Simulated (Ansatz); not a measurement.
Reaction (ligand exchange at a Ge–F bond): `[NH2][GeH2][F]` + `[NH2][GeH2][NH2]` → `[NH2][GeH2][NH][GeH2][NH2]` + H–F

Isolated molecules relaxed with PBE0-D4/def2-TZVP in Ansatz; ΔE leaves out vibrations. CCSD(T)/CBS adds triple-zeta CCSD(T) − MP2 to the extrapolated MP2 energy (def2 sets, frozen cores). This one scheme is used for every species. DFT in def2-TZVPP. B3LYP here is the variant with VWN-RPA as its local correlation; programs differ in this. For Ge outer-core shells are correlated without core-valence functions, which leaves a few kJ/mol of doubt a bond. Scalar relativity is left out up to krypton. Each species was taken in one conformer, which may not be the lowest.

```tsv
level	ΔE (kcal/mol)	difference from CCSD(T)/CBS
PBE-D4	12.9	2.1
B3LYP-D4	13.4	2.6
ωB97X-V	14.1	3.3
PBE	15.3	4.5
r2SCAN	15.1	4.3
PBE0	14.3	3.5
B3LYP	17.3	6.5
HF/def2-TZVPP	17.7	6.9
MP2/def2-TZVPP	9.9	-0.9
SCS-MP2/def2-TZVPP	11.8	1.0
CCSD(T)/def2-TZVPP	10.7	-0.1
HF/def2-QZVPP	18.3	7.5
MP2/def2-QZVPP	10.2	-0.6
SCS-MP2/def2-QZVPP	12.1	1.3
HF/CBS(def2)	18.4	7.6
MP2/CBS(def2)	10.0	-0.8
CCSD(T)/CBS	10.8	0
```

Largest T1 diagnostic among the species: 0.011.

The D4 term adds −3.8 kcal/mol with B3LYP and −2.2 kcal/mol with PBE0; it sums over pairs of atoms, weighted by their polarisabilities, and B3LYP, whose exchange is more repulsive, gets the larger term. From PBE to PBE0 (25 % exact exchange), in def2-TZVPP and without D4, ΔE moves by −1.0 kcal/mol. In def2-TZVPP, CCSD(T) changes the Hartree–Fock value by −6.9 kcal/mol (the triples alone add −0.9 kcal/mol) and MP2 by −7.7 kcal/mol.
